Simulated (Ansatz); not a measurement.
A structure relaxed at PBE0-D4/def2-TZVP, charge 0, multiplicity 1:

```json
{"atom": "O1", "x (Å)": "-1.371", "y (Å)": "-1.818", "z (Å)": "0.306"}
{"atom": "C2", "x (Å)": "-0.449", "y (Å)": "-1.101", "z (Å)": "0.575"}
{"atom": "C3", "x (Å)": "-0.393", "y (Å)": "0.357", "z (Å)": "0.226"}
{"atom": "B4", "x (Å)": "0.753", "y (Å)": "0.707", "z (Å)": "-0.785"}
{"atom": "F5", "x (Å)": "1.911", "y (Å)": "0.073", "z (Å)": "-0.761"}
{"atom": "F6", "x (Å)": "0.615", "y (Å)": "1.666", "z (Å)": "-1.676"}
{"atom": "H7", "x (Å)": "0.443", "y (Å)": "-1.496", "z (Å)": "1.105"}
{"atom": "H8", "x (Å)": "-1.363", "y (Å)": "0.700", "z (Å)": "-0.134"}
{"atom": "H9", "x (Å)": "-0.146", "y (Å)": "0.912", "z (Å)": "1.143"}
```

**Question.** Give its formula and SMILES.

**Answer.** C2H3BF2O, `O=CCB(F)F`.

**Question.** Summarise the bond lengths by kind.

**Answer.** 1 × C–O 1.199 Å; 1 × C–C 1.500 Å; 3 × C–H 1.091 to 1.110 Å; 1 × B–C 1.568 Å; 2 × B–F 1.317 to 1.320 Å.

All numbers were calculated with Ansatz.
